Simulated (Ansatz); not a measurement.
This geometry of BFH4SSi (8 atoms, charge 0, multiplicity 1) is a first-order saddle point.

All numbers below come from RKS r2SCAN-D4/6-31G* in Ansatz 0.2.0.

```xyz
8
Properties=species:S:1:pos:R:3
F -0.009 -0.969 1.884
B -0.358 -0.516 0.691
Si 0.699 0.943 -0.248
S -1.893 -1.240 -0.108
H 1.146 0.422 -1.572
H -0.211 2.097 -0.502
H 1.891 1.420 0.509
H -1.174 -2.214 -0.709
```

Q: Which two structures does it join? (They come from a converged band through this point; their orientation in space is the band's.)

A: No bond is made or broken. The dihedral Si3–B2–S4–H8 goes from -180 to 0°.

First end point:

```xyz
8
Properties=species:S:1:pos:R:3
F -0.355 -0.809 1.717
B -0.267 -0.582 0.404
Si 0.576 1.131 -0.285
S -0.913 -1.822 -0.746
H 0.574 1.186 -1.773
H -0.170 2.311 0.241
H 1.984 1.233 0.198
H -1.336 -2.706 0.187
```

Last end point:

```xyz
8
Properties=species:S:1:pos:R:3
F -0.318 -0.753 2.064
B -0.309 -0.679 0.731
Si 0.492 0.957 -0.168
S -1.039 -2.098 -0.132
H 0.412 0.857 -1.654
H -0.232 2.188 0.264
H 1.923 1.109 0.222
H -0.835 -1.639 -1.382
```

Q: How far does it lie above each of them?

A: 0.60 eV above the first and 0.58 eV above the second. This is the barrier of this one path; another mechanism may lie lower.

The run took 3.7 min on 1 thread of Intel(R) Xeon(R) 6975P-C (Granite Rapids), on a shared host, peak memory 0.17 GiB.
